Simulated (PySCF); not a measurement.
r2SCAN on Hf- (hafnium, charge -1), [Xe] 4f14 5d3 6s2, high-spin 4F determinant. All numbers are calculated (PySCF 2.14, scalar relativity through the core potential, in aug-cc-pVTZ-PP with ECP60MDF (6s6p5d3f2g, 88 functions)).

```
cycle= 1 E= -48.4610483510875  delta_E= -0.0108  |g|= 0.0186  |ddm|= 0.952
cycle= 2 E= -48.460972642038  delta_E= 7.57e-05  |g|= 0.036  |ddm|= 0.204
cycle= 3 E= -48.4624026769736  delta_E= -0.00143  |g|= 0.00543  |ddm|= 0.131
cycle= 4 E= -48.4625562854978  delta_E= -0.000154  |g|= 0.00913  |ddm|= 0.118
cycle= 5 E= -48.4626971351446  delta_E= -0.000141  |g|= 0.000512  |ddm|= 0.0526
cycle= 6 E= -48.4627003927789  delta_E= -3.26e-06  |g|= 8.36e-05  |ddm|= 0.0169
cycle= 7 E= -48.4627004677919  delta_E= -7.5e-08  |g|= 3.89e-05  |ddm|= 0.00279
cycle= 8 E= -48.4627004709937  delta_E= -3.2e-09  |g|= 2e-06  |ddm|= 0.000367
cycle= 9 E= -48.4627004710224  delta_E= -2.87e-11  |g|= 4.86e-07  |ddm|= 5.24e-05
converged SCF energy = -48.4627004710224  <S^2> = 3.8150396  2S+1 = 4.0323887
```

Highest occupied orbital energy: 1.741 eV; ⟨L²⟩ = 12.04; populations by l: s 4.00, p 6.00, d 3.00, f 0.00.

Q: Can this result be used?

A: With care. Self-consistency was reached. Energies and moments cover only the electrons outside the core potential. Spin-orbit coupling, absent here, splits the open shell strongly. ⟨S²⟩ = 3.82 against 3.75 shows spin contamination. The configuration of this anion was assumed by filling the next shell in order. It is not the known or likely ground configuration (Ca⁻, Sr⁻ and Ba⁻, for instance, bind a p electron), so these values are not the electron affinity of the element. At r2SCAN the highest occupied level has a positive energy, so only the finite basis holds that electron.
